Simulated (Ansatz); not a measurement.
Gas-phase electronic energies from Ansatz, PBE0-D4/def2-TZVP geometries. CCSD(T)/CBS adds triple-zeta CCSD(T) − MP2 to the extrapolated MP2 energy (def2 sets, frozen cores). This one scheme is used for every species. Functionals use def2-TZVPP. No spin–orbit coupling; open shells (•) take unrestricted orbitals. One conformer a species, not always the lowest.

Consider the homolysis of the O–Si bond: `BO[SiH2]C` → `B[O]`• + `C[SiH2]`•.

CCSD(T)/CBS gives +116.0 kcal/mol.

Task: Another level gave +112.2 kcal/mol. Which?
A. PBE/def2-TZVPP
B. RPA@PBE/def2-TZVPP
C. PBE-D4/def2-TZVPP
D. ωB97X-V/def2-TZVPP

Result: D. ωB97X-V 112.2, PBE-D4 100.5, RPA@PBE/def2-TZVPP 106.5, PBE 98.9 kcal/mol.

Largest T1 diagnostic among the species: 0.040.

From BLYP to BHLYP (50 % exact exchange), in def2-TZVPP and without D4, ΔE moves by +10.9 kcal/mol. At CCSD(T), def2-SVP lies −12.0 kcal/mol from the extrapolated value and def2-TZVPP −3.8 kcal/mol: correlation converges slowly with the basis, and small sets miss more of it in the bonded molecule than in its fragments.
